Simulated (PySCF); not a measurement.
Two-component Hartree-Fock for Au⁶²⁺ (gold, charge +62)

Start: [Ne] 3s2 3p5; 3p1/2 filled at m_j = +1/2; 3p3/2 filled at m_j = -3/2, -1/2, +1/2, +3/2. Calculated with PySCF 2.14 in an uncontracted even-tempered set (18 s from 20 bohr⁻², ratio 2.4; 14 p from 26 bohr⁻², ratio 2.4; 4 d from 93 bohr⁻², ratio 2.6; 4 f from 140 bohr⁻², ratio 2.6): generalised Hartree-Fock with the X2C-1e Hamiltonian and a Gaussian nucleus; one run each with spin-orbit coupling (SO) screened by Boettger's factors, then bare. This is a chosen level, not necessarily the ground level.

```
spinor shell  electrons  ε, screened SO (eV)  ε, bare SO (eV)  weight of nominal j (bare SO)  rms radius, bare SO (bohr)
       1s1/2          2             -86095.6         -86094.4                          1.000                      0.0190
       2s1/2          2             -19232.6         -19232.4                          1.000                      0.0760
       2p1/2          2             -18652.6         -18695.5                          1.000                      0.0641
       2p3/2          4             -16785.5         -16772.8                          1.000                      0.0719
       3s1/2          2              -7580.3          -7580.3                          1.000                       0.184
       3p1/2          1              -7363.7          -7374.8                          1.000                       0.174
       3p3/2          4              -6866.2          -6862.8                          1.000                       0.187
```

```tsv
quantity	screened SO	bare SO
E (hartree)	-14747.76007	-14749.00582
M_J	1/2	1/2
⟨J²⟩	0.750	0.750
⟨L²⟩	2.053	2.056
⟨S²⟩	0.802	0.805
```

Each row is a mean over spinors that exchange with the open shell spreads, by up to 23.420 eV (2p1/2).

Breit and QED terms are absent; they matter most for the inner s and p1/2 levels.

Densities and radii are taken from the X2C orbitals without a picture-change correction, which distorts them close to the nucleus.
